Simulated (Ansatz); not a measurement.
Born–Oppenheimer molecular dynamics of GaH$_{3}$O (5 atoms, charge 0, multiplicity 1). It starts from a relaxed structure.

Method: Ansatz, RKS B3LYP-D4/def2-SVP.

```json
{"ensemble": "NVE (velocity Verlet)", "time step": "1 fs", "steps asked": "300", "starting velocities drawn for": "500 K", "seed": "108657"}
```

First frame:

```xyz
5
Properties=species:S:1:pos:R:3
Ga 0.070 -0.064 0.006
H -0.101 -0.088 1.566
H 1.359 0.189 -0.837
O -1.380 -0.361 -1.009
H -2.199 -0.522 -0.523
```

(1) What does the run give?

(2) What happens to the structure?

(3) How do temperature and energy run in time?

Answers

(1) The run went to its last step.

- steps done: 300
- time covered: 300 fs
- mean temperature over the second half: 247 K
- spread of the potential energy over the second half: 7.5 meV per atom
- mean potential energy of the second half above the start: 20.2 meV per atom

The conserved energy stayed within 1.1 meV per atom of its start (net change 0.6 meV per atom), so the integration is sound. The temperature averaged 0.49 of the 500 K drawn at the start: a run that starts near a minimum puts about half its kinetic energy into the potential. A run of 0.3 ps of so small a system gives no equilibrium averages.

(2) The same pairs are bonded in the first frame and the last. Pairs count as bonded within 1.25 times the sum of covalent radii (0.12 Å more for H–H). Another seed would give other details.

(3) 
```json
{"time (fs)": "0.0", "T (K)": "500", "potential energy less start (eV)": "0.000", "conserved less start (meV/atom)": "0.00"}
{"time (fs)": "25.0", "T (K)": "248", "potential energy less start (eV)": "0.099", "conserved less start (meV/atom)": "0.20"}
{"time (fs)": "50.0", "T (K)": "165", "potential energy less start (eV)": "0.133", "conserved less start (meV/atom)": "0.69"}
{"time (fs)": "75.0", "T (K)": "264", "potential energy less start (eV)": "0.096", "conserved less start (meV/atom)": "0.93"}
{"time (fs)": "100.0", "T (K)": "277", "potential energy less start (eV)": "0.090", "conserved less start (meV/atom)": "0.72"}
{"time (fs)": "125.0", "T (K)": "153", "potential energy less start (eV)": "0.137", "conserved less start (meV/atom)": "0.39"}
{"time (fs)": "150.0", "T (K)": "325", "potential energy less start (eV)": "0.068", "conserved less start (meV/atom)": "0.04"}
{"time (fs)": "175.0", "T (K)": "339", "potential energy less start (eV)": "0.063", "conserved less start (meV/atom)": "0.12"}
{"time (fs)": "200.0", "T (K)": "190", "potential energy less start (eV)": "0.122", "conserved less start (meV/atom)": "0.35"}
{"time (fs)": "225.0", "T (K)": "388", "potential energy less start (eV)": "0.047", "conserved less start (meV/atom)": "0.62"}
{"time (fs)": "250.0", "T (K)": "258", "potential energy less start (eV)": "0.098", "conserved less start (meV/atom)": "0.79"}
{"time (fs)": "275.0", "T (K)": "99", "potential energy less start (eV)": "0.160", "conserved less start (meV/atom)": "0.80"}
{"time (fs)": "300.0", "T (K)": "272", "potential energy less start (eV)": "0.091", "conserved less start (meV/atom)": "0.60"}
```

The run took 5.7 min on 1 thread of Arm Neoverse V2 (shared host), peak memory 0.11 GiB.
